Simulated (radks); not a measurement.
Values are calculated unless marked as measured or tabulated.
Problem. Tl3+, configuration [Xe] 4f14 5d10. Code: a radial shooting solver on a logarithmic mesh with Libxc functionals. Model: non-relativistic Kohn-Sham, PBE, spin-polarised, spherical densities, point nucleus; relativity is left out, which matters for an element this heavy. Some entries of the table are withheld. Estimate them.

orbital,occ.,eigenvalue (hartree),r(max) (bohr)
1s,2,(1),0.01240
2s,2,-476.2185,(2)
2p,6,-458.3791,0.05223
3s,2,-113.5923,0.1838
3p,6,-105.1305,0.1727
3d,10,-89.33998,0.1355
4s,2,-25.52941,(3)
4p,6,-21.83590,(4)
4d,10,-15.02689,(5)
4f,14,-5.83590,0.3532
5s,2,-4.82069,0.8947
5p,6,-3.60655,0.9436
5d,10,-1.66843,1.103

Solution. 
(1) 1s eigenvalue (hartree): -2830.521
(2) 2s r(max) (bohr): 0.06737
(3) 4s r(max) (bohr): 0.4084
(4) 4p r(max) (bohr): 0.4070
(5) 4d r(max) (bohr): 0.3985
